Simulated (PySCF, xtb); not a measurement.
Si(Br)(Me)(OH)(NMe2) (C₃H₁₀BrNOSi), SMILES CN(C)[Si](C)(O)Br.

Geometry: PBE0-D3(BJ)/def2-SVP. Other conformers were not sampled.

Computed with IEF-PCM-B3LYP/def2-SVP (PySCF).

The values are the electrostatic part of the solvation free energy, E(continuum) − E(gas) at the gas-phase geometry, in a cavity of scaled van der Waals radii (PySCF's table); cavitation and dispersion terms are not included. In vacuum the orbital gap is 7.34 eV. The dipole moment in vacuum is 1.21 D.

```csv
solvent,ε,ΔG(elec) (kcal/mol),dipole (D),gap (eV)
water,78.36,-4.9,1.59,7.48
diethylether,4.24,-3.3,1.49,7.44
n-hexane,1.88,-1.7,1.37,7.39
```

For comparison, GFN2-xTB/ALPB(water) (xtb, at the GFN2-xTB geometry, all terms of that model) gives -5.2 kcal/mol.
